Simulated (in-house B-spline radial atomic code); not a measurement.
A fraction x of an electron is moved 4f → 5f in Ce III (Ce2+), starting from [Xe] 4f2 and keeping the highest spin. All numbers are computed (scalar-relativistic (X2C) Hartree-Fock with fractional occupations, spin-polarised, spherical fractional occupations; Fermi nucleus of rms radius 4.8771 fm) with a B-spline radial code for spherical atoms, not measured.

Caution: exact exchange at fractional occupations of open shells leaves self-interaction of up to several eV.

| x | E(x) - E(0) (eV) | 4f up level (eV) | 5f up level (eV) |
| --- | --- | --- | --- |
| 0 | 0.0000 | -7.981 | - |
| 0.125 | 0.6145 | -8.677 | -3.481 |
| 0.25 | 1.3007 | -9.420 | -3.629 |
| 0.375 | 2.0637 | -10.200 | -3.779 |
| 0.5 | 2.9072 | -11.008 | -3.929 |
| 0.625 | ? | ? | ? |
| 0.75 | 4.8467 | -12.677 | -4.232 |
| 0.875 | ? | ? | ? |
| 1 | 7.1329 | -14.386 | -4.539 |

**Question.** What belongs in the row x = 0.625?

**Answer.** An energy change of 3.8342 eV; 4f up at -11.835 eV, 5f up at -4.080 eV.

**Question.** What belongs in the row x = 0.875?

**Answer.** An energy change of 5.9460 eV; 4f up at -13.529 eV, 5f up at -4.385 eV.

**Question.** Check Janak's theorem between x = 0.125 and 0.25.

**Answer.** The slope of the energy is 5.49 eV; the orbital levels give 5.49 eV (ε of the receiving orbital less ε of the emptying one, averaged over the two points).
